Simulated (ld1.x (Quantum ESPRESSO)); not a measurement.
# Pt (Z = 78): one change to a TM potential, before and after

ld1.x (Quantum ESPRESSO) 7.5 input, shortened:

```
&input
   title='Pt', zed=78., rel=1, dft='PW91', iswitch=3,
   config='[Xe] 4f14 5d8 6s0 6p0'
 /
 &inputp
   pseudotype=2, tm=.true., lloc=0,
   nlcc=.true., new_core_ps=.true.
 /
3
6P  2  1   0.00   0.00  2.70  2.70  0.0
5D  3  2   8.00   0.00  1.85  1.85  0.0
6S  1  0   0.00   0.00  2.40  2.40  0.0
 &test
   configts(1)='5d8 6s0 6p0'
 /
```

Change: type ultrasoft; waves now 6s (bound): rcut 2.10, rcutus 2.40 bohr; 6s channel at 0.8 Ry: rcut 2.10, rcutus 2.40 bohr; 6p (bound): rcut 2.35, rcutus 2.70 bohr; 6p channel at 2.3 Ry: rcut 2.35, rcutus 2.70 bohr; 5d (bound): rcut 1.60, rcutus 1.85 bohr; 5d channel at -0.7 Ry: rcut 1.60, rcutus 1.85 bohr; local potential all-electron potential smoothed inside 1.70 bohr (lloc = -1); augmentation built from norm-conserving waves at rcut, not smoothed further.

Cutoffs: the cutoffs (Ry, on a coarse ladder) from which the occupation-weighted sum of valence levels, in a spherical-Bessel basis at the reference potential, stays within 10 and 1 mRy of its value at 400 Ry; they do not see the model core or the augmentation charge, which bear on the density cutoff. Errors are all-electron minus pseudo energies relative to the spin-unpolarised reference configuration.

Question: What does the change do?

Answer: The potential gets neither clearly harder nor softer (40 Ry and 50 Ry → 35 Ry and 50 Ry); a bound ghost appears in p, s, which as a rule spoils a file; the number of tests with a reliable result goes from 7 to 0 (the test run of the changed file stopped, so its transferability is not established); the range in which the s phases agree widens (upper end 1.0 → at the end of the scan); the range in which the p phases agree narrows (upper end 1.7 → -0.5). Several settings change at once here, so the effects cannot be laid on one of them.

```tsv
quantity	base	changed
cutoff, loose	40 Ry	35 Ry
cutoff, tight	50 Ry	50 Ry
bound ghosts	none	s, p
tests with a reliable result	7 of 7	0 of 7 (the test run stopped)
s: phases at 2.97 bohr within 0.05 rad from the reference energy up to (Ry; the scan ends near 5)	1.0	to the end of the scan
p: phases at 2.97 bohr within 0.05 rad from the reference energy up to (Ry; the scan ends near 5)	1.7	-0.5
d: phases at 2.97 bohr within 0.05 rad from the reference energy up to (Ry; the scan ends near 5)	-0.2	to the end of the scan
```

 A true bound ghost makes a file unfit for plane-wave use even where its test errors are small: the radial tests pick states by their node count and pass the ghost by.
